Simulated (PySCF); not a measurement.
Scandium: a sound run and one with changed settings

Sound run: Sc⁺ [Ar] 3d1 4s1, Sc²⁺ [Ar] 3d1. Calculation: PySCF 2.14, in 6-31G* (5s4p2d1f, 34 functions); the non-relativistic Hamiltonian (point nucleus). The sound run starts from symmetry-adapted Hartree-Fock orbitals and uses a fine grid where one is needed.

A second run was set up differently.

| species | method | sound run (hartree) | changed run (hartree) | converged |
| --- | --- | --- | --- | --- |
| Sc⁺ | UHF | -759.47888 | -759.47888 | yes |
| Sc⁺ | BP86 | -760.39425 | -760.41449 | yes |
| Sc⁺ | MN15 | -760.26171 | -760.27692 | yes |
| Sc²⁺ | UHF | -759.03204 | -759.03204 | yes |
| Sc²⁺ | BP86 | -759.91703 | -759.93801 | yes |
| Sc²⁺ | MN15 | -759.80512 | -759.82156 | yes |

Ionisation energy of Sc⁺:

| method | sound run (eV) | changed run (eV) |
| --- | --- | --- |
| UHF | 12.159 | 12.159 |
| BP86 | 12.986 | 12.966 |
| MN15 | 12.424 | 12.391 |

Question: What was changed?
A. basis contracted for another Hamiltonian
B. level shift left on
C. radial grid too coarse
D. minimal basis

Answer: C. It used radial step 0.5 in ln r (0.13 in the sound run). A coarse radial grid mis-integrates the density and the exchange-correlation energy, with errors of either sign; Hartree-Fock needs no grid.
